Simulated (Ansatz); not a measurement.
Molecule: 1-fluorobutane, C$_{4}$H$_{9}$F (charge 0, singlet). 
Structure (B3LYP-D3(BJ)/def2-TZVP (Ansatz, a quantum-chemistry and plane-wave program) minimum search):
SMILES: CCCCF
```xyz
14

C      2.3825    -0.0633     0.1131
C      0.9360    -0.5022    -0.0928
C     -0.0194     0.6772    -0.2610
C     -1.4626     0.2688    -0.4475
F     -1.9331    -0.3902     0.6964
H      2.7424     0.5242    -0.7353
H      2.4809     0.5554     1.0083
H      3.0459    -0.9220     0.2286
H      0.6081    -1.1071     0.7555
H      0.8683    -1.1463    -0.9758
H      0.0489     1.3417     0.6059
H      0.2721     1.2722    -1.1342
H     -2.1090     1.1347    -0.6063
H     -1.5790    -0.4245    -1.2850
```

Basis-set convergence of Hartree-Fock and MP2 correlation energies (hartree) with Ansatz. Valence correlation only, unless marked. Spin-orbit coupling is left out. No relativistic terms.

| basis | functions | E(HF) | E(corr, MP2) |
|---|---|---|---|
| aug-cc-pVDZ | 196 | -256.18126 | -0.80291 |
| aug-cc-pVTZ | 437 | ? | ? |

What belongs in the gaps?


- aug-cc-pVTZ, E(HF): -256.24792
- aug-cc-pVTZ, E(corr, MP2): -0.97343
